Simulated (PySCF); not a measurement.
# Reading the logs of faulty runs: BCl2GeH

Calculated results; nothing here was measured. The program is PySCF 2.14.0, an open-source quantum chemistry code, run on an isolated molecule that a program drew, which may never have been made. The molecule is BCl2GeH (charge 0, singlet), drawn as the SMILES string `Cl[BH][Ge][Cl]`.

Each row is a Hartree-Fock (HF) and frozen-core CCSD(T) single point in the cc-pV(D+d)Z basis, meant for a local HF minimum. Run 1 is clean. Each other run has one planted mistake out of seven kinds, and not every kind appears here: one electron removed, one electron added, multiplicity raised by two, geometry at a saddle point, minimal basis STO-3G, one bond length entered in bohr, all coordinates scaled. The reference is restricted for singlets and unrestricted otherwise, and also for a bond in bohr. Adding or removing an electron swaps singlet and doublet. Electrons count all cores. HOMO and LUMO are orbital energies over both spins, the gradient is its largest component, and the lowest frequency (negative if imaginary) is given only where the gradient is small. Bond lengths are over the 4 bonds as drawn. T1 is the CCSD diagnostic: over 0.02 (restricted) or 0.045 (unrestricted) a single reference is doubtful. Germanium has the cc-pVDZ-PP basis, with a core potential (ECP10MDF) in place of its 10 inner electrons, and its 3s, 3p and 3d shells are frozen in CCSD(T).

Geometry of the clean run:
```xyz
5
BCl2GeH, angstrom
Cl   -2.2595   -3.9313    0.2222
B    -1.4967   -2.3386    0.3154
Ge   -1.2659   -1.2535   -1.5128
Cl    0.8590   -1.9241   -1.6450
H    -1.1443   -1.9740    1.3971
```

```
run  electrons  basis functions  <S^2>  HOMO (eV)  LUMO (eV)  gradient (hartree/bohr)  lowest frequency (cm^-1)  mean bond (Å)  longest bond (Å)      T1  HF (hartree)  CCSD(T) (hartree)                     mistake
  1         72               88  0.000      -9.09      -0.01                  2.0e-05                        57         1.8334             2.232  0.0161   -1237.70685        -1238.19191                    no fault
  2         71               88  0.781     -16.48      -7.27                  5.5e-02                         -         1.8334             2.232  0.0279   -1237.40592        -1237.87976        one electron removed
  3         72               88  2.022      -7.97      -0.81                  1.7e-02                         -         1.8334             2.232  0.0228   -1237.66656        -1238.13760  multiplicity raised by two
  4         73               88  0.765      -1.46       6.36                  3.6e-02                         -         1.8334             2.232  0.0197   -1237.73347        -1238.22143                           ?
```

**Which mistake was planted in run 4, and what did it cost?**

It counts 73 electrons, one more than the clean run, at the same geometry and basis. So the mistake is: one electron added. Subtracting run 1 and multiplying by 627.51 kcal/mol a hartree, the energy moved by -16.7 kcal/mol in HF and -18.5 kcal/mol in CCSD(T).

